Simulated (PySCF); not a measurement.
Simulated absorption spectrum

Species: C4H11GaO.
SMILES: `C=CC[O+](C)[GaH3-]`

The calculation used TDDFT CAM-B3LYP/def2-SVPD, vertical, gas phase, core orbitals frozen in the response (PySCF). One conformer (not necessarily the lowest) at the PBE0-D3(BJ)/def2-SVP geometry, without solvent, vibrations or thermal averaging. The CAM-B3LYP/def2-SVPD calculation is non-relativistic and has no spin–orbit coupling, an omission that weighs most on gallium. Torsions of this conformer, `[CH2:1]=[CH:2][CH2:3][O+:4]([CH3:5])[GaH3-:6]`: C1–C2–C3–O4 126°, C2–C3–O4–C5 -66°.

Computed states:

```tsv
state	E (eV)	f
S1	6.42	0.0007
S2	6.61	0.0061
S3	7.08	0.015
S4	7.29	0.173
S5	7.40	0.358
S6	7.45	0.146
S7	7.59	0.035
S8	7.74	0.0091
S9	7.81	0.077
S10	8.05	0.026
```

Each state is given a Gaussian of 0.25 eV full width at half maximum, with ε(max) = 2.175×10⁸ f / Δν̃ (Δν̃ the width in cm⁻¹). The width is an assumption, not a result. The curve ends short of the highest state used, and states not computed would add to its high-energy end.

**Question.** What does the envelope look like, and where are its maxima?

**Answer.** 
E (eV), ε (L mol⁻¹ cm⁻¹) and a bar:
```
     6.05          0 
     6.09          1 
     6.13          2 
     6.17          5 
     6.21         11 
     6.25         23 
     6.29         44 
     6.33         75 
     6.37        122 
     6.41        192 
     6.45        290 
     6.49        414 
     6.53        544 
     6.57        642 
     6.61        672 
     6.65        616 
     6.69        495 
     6.73        350 
     6.77        230 
     6.81        171 
     6.85        201 
     6.89        349 
     6.93        645 
     6.97       1127 #
     7.01       1881 #
     7.05       3118 #
     7.09       5282 ##
     7.13       9057 ####
     7.17      15186 #######
     7.21      24069 ###########
     7.25      35306 #################
     7.29      47405 ######################
     7.33      57909 ###########################
     7.37      64076 ##############################
     7.41      63990 ##############################
     7.45      57565 ###########################
```

Maxima: 188 nm (6.60 eV), ε about 670, made up of S2 (97%); 168 nm (7.39 eV), ε about 65000, made up of S4 (19%), S5 (59%) and S6 (21%) (ε in L mol⁻¹ cm⁻¹; maxima over ε = 5, shares over 10%).

**Question.** Coming from long wavelengths, where does ε first pass 100 L mol⁻¹ cm⁻¹?

**Answer.** At about 195 nm (6.35 eV), 0.07 eV below S1.

**Question.** On this curve, what absorbance would a 10⁻⁴ mol/L sample give at 193 nm over a 1 cm path?

**Answer.** 193 nm is 6.424 eV, where ε is about 220 L mol⁻¹ cm⁻¹, so A = ε c l ≈ 0.022 (Beer–Lambert, with the gas-phase spectrum and the assumed width).

**Question.** What would ε be at 7.39 eV, the highest of these maxima, with half the width (0.125 eV)?

**Answer.** About 100000 L mol⁻¹ cm⁻¹ against 64900, a factor of about 1.5; a lone state at its own centre would give exactly 2.

The vertical ionisation energy (ΔSCF) is 9.81 eV, 1.76 eV above S10.
